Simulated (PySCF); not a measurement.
# How methods differ on the ionisation energy of Br⁺

Br⁺ [Ar] 3d10 4s2 4p4 (3P) → Br²⁺ [Ar] 3d10 4s2 4p3 (4S), as a difference of total energies. All numbers are calculated (PySCF 2.14, scalar relativity by spin-free X2C-1e, in Sapporo-DKH3-DZP-2012 (6s5p3d1f, 43 functions)). Correlated levels: valence: [Ar] 3d10 frozen. The calculations carry no spin-orbit coupling.

| method | ionisation energy (eV) | error (eV) |
| --- | --- | --- |
| UHF | 20.235 | -1.174 |
| r2SCAN | 21.461 | +0.052 |
| B3LYP | 21.592 | +0.183 |
| MP2 (valence) | 20.671 | -0.738 |
| SCS-MP2 (valence) | 20.687 | -0.722 |
| CCSD (valence) | 20.695 | -0.714 |
| CCSD(T) (valence) | 20.706 | -0.703 |

Reference: 21.409 eV (measured; NIST levels, between the centres of gravity of the two terms).

Errors of the correlated levels include the incompleteness of this basis and the frozen core.
